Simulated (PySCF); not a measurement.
MgHCl, SMILES [MgH][Cl]. Atoms are numbered in the order given.

```xyz
3

Mg     0.0000     0.0000     1.1846
H      0.0000     0.0000     2.8726
Cl     0.0000     0.0000    -1.0052
```
Charge 0, spin multiplicity 1.

Coordinates come from a r2SCAN-D4/def2-TZVPD optimisation.

These are PySCF with r2SCAN/def2-TZVPD values and carry that method's errors.

Computed frontier levels, gap, dipole moment and polarisability:
* **highest occupied level**: -7.32 eV
* **lowest empty level**: -1.20 eV
* **orbital gap**: 6.11 eV
* **dipole moment**: 1.52 D
* **quadrupole, principal values (traceless, Buckingham form, about the centre of nuclear charge)**: -10.95, 5.48, 5.48 D·Å
* **mean static polarisability**: 42.8 bohr³ (6.34 Å³)
* **polarisability, principal values**: 39.0, 39.0, 50.4 bohr³
